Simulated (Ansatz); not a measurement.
Mulliken charges of F₂GeH₄SSi (`F[Si](F)(S)[GeH3]`) from r2SCAN/def2-TZVPP in Ansatz (PBE0-D4/def2-TZVP geometry).

```json
{"atom": "F1", "x (Å)": "1.020", "y (Å)": "-1.825", "z (Å)": "-1.057", "charge (e)": "-0.298"}
{"atom": "Si2", "x (Å)": "0.866", "y (Å)": "-0.365", "z (Å)": "-0.448", "charge (e)": "0.724"}
{"atom": "F3", "x (Å)": "2.145", "y (Å)": "-0.108", "z (Å)": "0.464", "charge (e)": "-0.293"}
{"atom": "S4", "x (Å)": "0.881", "y (Å)": "0.922", "z (Å)": "-2.129", "charge (e)": "-0.235"}
{"atom": "Ge5", "x (Å)": "-1.072", "y (Å)": "-0.209", "z (Å)": "0.912", "charge (e)": "-0.020"}
{"atom": "H6", "x (Å)": "0.731", "y (Å)": "2.017", "z (Å)": "-1.361", "charge (e)": "0.113"}
{"atom": "H7", "x (Å)": "-2.299", "y (Å)": "-0.641", "z (Å)": "0.098", "charge (e)": "0.007"}
{"atom": "H8", "x (Å)": "-1.246", "y (Å)": "1.255", "z (Å)": "1.344", "charge (e)": "-0.003"}
{"atom": "H9", "x (Å)": "-0.937", "y (Å)": "-1.093", "z (Å)": "2.160", "charge (e)": "0.005"}
```

Task: By hand: the dipole of these point charges (1 e Å = 4.8032 D).

Result: Σ q r = (-0.425, 0.313, 0.190) e Å, of length 0.561 e Å = 2.69 D.

Task: How does the dipole of the full density compare? (An estimate is asked.)

Result: Computed: (-0.276, 0.258, 0.138) e Å, 1.93 D; the point charges give 1.39 times that, at 6° from its direction.

Point charges leave out the atoms' own dipoles, such as those of lone pairs, and Mulliken's split depends on the basis, so the two needn't agree.
